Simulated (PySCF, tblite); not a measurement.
A set of runs on `CC(=[O+])COC(F)(F)F` [radical]; the geometry of each is named by its level. Settings lines and outputs come from a driver script.

Species: C₄H₅F₃O₂ (charge +1 and doublet state).
Atom-mapped SMILES: `[CH3:1][C:2](=[O+:3])[CH2:4][O:5][C:6]([F:7])([F:8])[F:9]` (hydrogens: H10, H11, H12 on C1; H13, H14 on C4)

Step 1: GFN2-xTB geometry optimisation, gas phase (tblite 0.8.0) (from a force-field or distance-geometry start)
```json
{"job": {"kind": "relax", "xc": "GFN2-xTB", "basis": "xTB"}, "charge": 1, "multiplicity": 2}
```
```
step      E/eV     max force
  0    -894.74516    5.451
  1    -894.87891    7.655
  2    -895.12903    1.648
...
166    -895.29370    0.020
167    -895.29374    0.019
168    -895.29376    0.013
169    -895.29377    0.013
170    -895.29378    0.008
```

Energy lowered by 12.7 kcal/mol over 170 steps; largest atomic force 0.008 eV/Å at the end. «max force» is the largest atomic force in eV/Å.

Time: 0.83 s of wall time. Hardware: one thread, Arm Neoverse V2 (aarch64) (shared host).

Step 2: GFN2-xTB harmonic vibrations, gas phase (tblite 0.8.0) (on the GFN2-xTB geometry)
```json
{"job": {"kind": "ir", "xc": "GFN2-xTB", "basis": "xTB"}, "charge": 1, "multiplicity": 2}
```
```
(table of modes left out)
```

36 modes from 36 to 3041 cm⁻¹ (unscaled, harmonic); zero-point energy 55.1 kcal/mol; all wavenumbers are real at this level.

Time: 0.33 s wall. Hardware: Arm Neoverse V2, one thread (shared host).

Step 3: UKS B3LYP, pcH-1 on C F H O, non-relativistic, mean-field spin-orbit, GIAO (PySCF 2.14.0) (on the GFN2-xTB geometry)
```json
{"job": {"kind": "epr", "basis": "pcH-1"}, "charge": 1, "multiplicity": 2}
```
```
...
E = -605.08802773 Eh   <S^2> = 0.7555 (exact 0.7500)
g shifts (ppm)      1          2          3
  rmc          -287       -287       -287
  gc             47         -0         46
  oz_so       -1053        643       5717
  total       -1293        355       5476
hyperfine (MHz)  atom isotope    a_iso     a_fc   dipolar eigenvalues
    0   13C      42.45      42.45    -14.49    -13.25     27.75
    1   13C     -65.87     -65.87    -20.61     -3.00     23.62
    2   17O     -29.09     -29.09   -154.32     70.79     83.53
    3   13C      35.96      35.96    -25.52    -23.56     49.07
    4   17O     -13.87     -13.87    -57.68     28.31     29.36
    5   13C      -5.59      -5.59     -1.00     -0.67      1.67
    6   19F      -4.53      -4.53     -7.10     -4.69     11.79
    7   19F      -1.26      -1.26     -5.41     -2.18      7.59
    8   19F      -4.47      -4.47    -16.65    -14.82     31.47
    9    1H       9.66       9.66     -7.55      0.71      6.84
   10    1H     -10.08     -10.08     -7.14     -0.13      7.27
   11    1H      -2.36      -2.36     -5.85     -1.29      7.15
   12    1H      16.44      16.44    -10.59     -0.27     10.86
   13    1H      41.05      41.05     -9.68     -3.10     12.77
```

⟨S²⟩ 0.755; g_iso 2.0038. rmc, gc and oz_so are the mass-correction, gauge-correction and orbital-Zeeman/spin–orbit parts of the g shift along its three principal axes; a_iso is the isotropic hyperfine coupling and a_fc its Fermi-contact part. The log counts atoms from 0, this text from 1.

The run took 72 s of wall time (grids of density and orbitals included) on an Arm Neoverse V2 with one thread, shared host with 192 logical CPUs at a one-minute load of 68, and the process peaked at 1.0 GiB of memory.

Geometry of the electronic-property runs (GFN2-xTB):
```
atom  x, y, z in Å
C1     1.6566    0.6521    0.3502
C2     1.2572   -0.5563   -0.3872
O3     1.7935   -1.5733   -0.5912
C4    -0.2485   -0.3707   -1.0515
O5    -1.0378    0.5291   -0.4105
C6    -1.8414    0.0817    0.6214
F7    -2.5809   -0.9423    0.2464
F8    -2.5848    1.0687    1.0239
F9    -1.0622   -0.3307    1.6272
H10    2.7481    0.7260    0.2966
H11    1.1832    1.5642   -0.0089
H12    1.3756    0.5100    1.4019
H13   -0.6581   -1.3895   -1.0957
H14   -0.0011    0.0305   -2.0447
```

 (This holds for the electronic-property runs.)

One conformer stands for the species.
